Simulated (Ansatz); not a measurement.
The pair A = HCl (SMILES Cl) (first 2 atoms), B = CH4O (SMILES CO); geometry from B3LYP-D3(BJ)/def2-TZVP.
(charge 0, multiplicity 1):
| atom | x (Å) | y (Å) | z (Å) |
|---|---|---|---|
| Cl | 0.6626 | -0.2654 | 0.2514 |
| H | -0.0003 | -0.3857 | 1.3778 |
| C | 0.1699 | 0.1322 | 3.9273 |
| O | -0.7589 | -0.3981 | 2.9755 |
| H | 0.4391 | 1.1652 | 3.6933 |
| H | 1.0623 | -0.4866 | 3.8660 |
| H | -0.2335 | 0.0762 | 4.9408 |
| H | -1.5639 | 0.1311 | 2.9862 |

Correlated levels freeze the cores. MP2 and its Hartree–Fock in aug-cc-pV(Q+d)Z are density fitted.

Run with Ansatz (Gaussian basis) for Hartree–Fock, density functionals and correlated methods. Each number belongs to the level named beside it.

Total energies (hartree), monomers frozen at their geometry in the pair:

```
structure              HF/aug-cc-pV(Q+d)Z  MP2/aug-cc-pV(Q+d)Z  CCSD(T)/aug-cc-pV(D+d)Z
---------------------  ------------------  -------------------  -----------------------
AB                           -575.2155471         -575.9113463             -575.7460364
A in the pair's basis        -460.1106862         -460.3365408             -460.2803703
B in the pair's basis        -115.0991591         -115.5630601             -115.4567065
A                            -460.1106671         -460.3362302             -460.2793387
B                            -115.0991196         -115.5627474             -115.4554107
```

### Question
Work out the interaction energy without and with the counterpoise correction, and the superposition error, for each level.

### Answer

E(AB) − E(A) − E(B), times 627.509 kcal/mol, with the monomers in their own basis and then in the pair's basis:
- HF/aug-cc-pV(Q+d)Z: -3.61 uncorrected, -3.58 corrected; the monomers gain 0.04 kcal/mol from borrowed functions
- MP2/aug-cc-pV(Q+d)Z: -7.76 uncorrected, -7.37 corrected; the monomers gain 0.39 kcal/mol from borrowed functions
- CCSD(T)/aug-cc-pV(D+d)Z: -7.08 uncorrected, -5.62 corrected; the monomers gain 1.46 kcal/mol from borrowed functions

Ansatz is a quantum-chemistry and plane-wave program.
